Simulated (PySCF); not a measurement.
## ECD: `[C@H]1(F)[C@@H](C#N)[SiH2]NC1`, C₄H₇FN₂Si

Cartesian coordinates in Å; atom numbers follow the order of the lines, from 1:
```xyz
15

N     2.5916    1.7590    1.3870
C     1.8585    1.1899    0.7170
C     0.9607    0.4448   -0.1004
Si    0.5956   -1.3423    0.5160
N    -0.9026   -1.3064   -0.3140
C    -1.3809   -0.0063   -0.7378
C    -0.4426    1.0431   -0.1469
F    -0.8630    1.3133    1.1411
H     1.3609    0.4130   -1.1165
H     0.5614   -1.4023    1.9761
H     1.5099   -2.3043   -0.0946
H    -1.5831   -2.0445   -0.3526
H    -2.3969    0.1857   -0.3784
H    -1.3789    0.0674   -1.8332
H    -0.4950    1.9977   -0.6846
```

Computed, not measured: TDDFT CAM-B3LYP/def2-SVPD circular dichroism and optical rotation, one conformer, gas phase in PySCF 2.14.0. Geometry: GFN2-xTB.

The molecule is flexible and this is one conformer; a measurement averages over conformers.

(1) What are the CIP labels of the stereocentres?

(2) List the lowest 8 singlet excitations with oscillator and rotatory strengths.

Results:

(1) C3 R, C7 R.

(2) Rotatory strengths R in 10⁻⁴⁰ esu² cm², velocity form and length form (origin at the centre of mass); f in length form.
| state | E (eV) | λ (nm) | f | R (velocity) | R (length) | main |
| --- | --- | --- | --- | --- | --- | --- |
| 1 | 5.97 | 208 | 0.006 | +1.3 | +1.5 | HOMO→LUMO 0.96 |
| 2 | 6.43 | 193 | 0.005 | +11.2 | +10.8 | HOMO→LUMO+1 0.85, HOMO→LUMO+4 0.09 |
| 3 | 7.23 | 172 | 0.002 | +0.2 | +0.2 | HOMO→LUMO+3 0.43, HOMO→LUMO+2 0.35 |
| 4 | 7.37 | 168 | 0.005 | +10.5 | +10.1 | HOMO−1→LUMO+1 0.22, HOMO−1→LUMO+2 0.19 |
| 5 | 7.61 | 163 | 0.010 | +2.2 | +1.9 | HOMO→LUMO+2 0.43, HOMO→LUMO+4 0.22 |
| 6 | 7.73 | 160 | 0.003 | -18.9 | -19.5 | HOMO→LUMO+4 0.51, HOMO→LUMO+3 0.21 |
| 7 | 7.81 | 159 | 0.054 | -19.7 | -18.1 | HOMO−1→LUMO 0.61, HOMO−1→LUMO+1 0.17 |
| 8 | 7.94 | 156 | 0.005 | +0.2 | +0.3 | HOMO−1→LUMO+5 0.17, HOMO−2→LUMO+2 0.13 |

Among the states computed, the strongest CD band (largest |R|) is state 7. The largest dissymmetry factor in size, g = 4R/(D+G), with D and G the electric and magnetic dipole strengths, is -0.07 for state 6 (velocity form, f = 0.003), among bands with |R| over 0.5. The mirror image has the same energies and oscillator strengths and all R with the opposite sign.
